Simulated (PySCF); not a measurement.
HgO⁺: from constants to spectrum

BP86 constants of HgO⁺, ²Π (doublet), unpaired electrons π ↑ (basis Hg def2-SVPD with ECP60, O def2-SVPD; scalar-relativistic core potentials; PySCF 2.14; masses 201.9706 and 15.9949 u):

- ωe: 493.2 cm⁻¹
- ωexe: 3.44 cm⁻¹
- Be: 0.28267 cm⁻¹
- αe: 0.00244 cm⁻¹
- D (centrifugal): 3.71e-07 cm⁻¹
- De to Hg⁺ + O: 1.39 eV

Question: Give the vibrational terms G(v) and spacings up to v = 6.

Answer: G(v) = ωe(v+½) − ωexe(v+½)².

```json
{"v": "0", "G(v) (cm⁻¹)": "246", "G(v) − G(v−1)": "", "Bv (cm⁻¹)": "0.2814"}
{"v": "1", "G(v) (cm⁻¹)": "732", "G(v) − G(v−1)": "486", "Bv (cm⁻¹)": "0.2790"}
{"v": "2", "G(v) (cm⁻¹)": "1212", "G(v) − G(v−1)": "479", "Bv (cm⁻¹)": "0.2766"}
{"v": "3", "G(v) (cm⁻¹)": "1684", "G(v) − G(v−1)": "473", "Bv (cm⁻¹)": "0.2741"}
{"v": "4", "G(v) (cm⁻¹)": "2150", "G(v) − G(v−1)": "466", "Bv (cm⁻¹)": "0.2717"}
{"v": "5", "G(v) (cm⁻¹)": "2609", "G(v) − G(v−1)": "459", "Bv (cm⁻¹)": "0.2692"}
{"v": "6", "G(v) (cm⁻¹)": "3060", "G(v) − G(v−1)": "452", "Bv (cm⁻¹)": "0.2668"}
```

Question: How well does the Morse estimate ωe²/(4ωexe) reproduce De, and what is D0?

Answer: It gives 2.19 eV, 158 % of the computed De. D0 = De − G(0) = 1.39 − 0.03 = 1.36 eV.

These are scalar-relativistic numbers at best; spin–orbit coupling would shift them, the dissociation energy most. For an ion De counts to the pair picked by the measured ionisation energies or electron affinities, which need not be the lowest pair at this level. The state was picked by a PBE0 search and need not be the measured ground state.
